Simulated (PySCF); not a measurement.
# Low-lying terms of S⁴⁺ (sulfur, charge +4)

Ground state [Ne] 3s2, ¹S. All numbers are calculated (PySCF 2.14, scalar relativity by spin-free X2C-1e, in x2c-TZVPall with one added diffuse shell each of s, p type (6s6p2d1f, 41 functions)). Vertical excitation energies in eV without spin-orbit coupling; excited terms of each kind are numbered among those the solver found. Frozen: [He] 2s2.

```
 term  leading excitation  EOM-EE-CCSD
1 3P°              3s → p       10.378
1 1P°              3s → p       15.998
 1 3D              3s → d       29.480
 1 1D              3s → d       34.308
 1 3S              3s → s       38.608
 1 1S              3s → s       39.632
2 3P°              3s → p       43.324
2 1P°              3s → p       43.380
 2 3S              3s → s       53.227
 2 1S              3s → s       53.604
 2 3D              3s → d       59.189
1 3F°              3s → f       64.859
```

Only the lower part of the computed list is shown. Doubly excited terms such as np² are absent. The solver can miss terms.
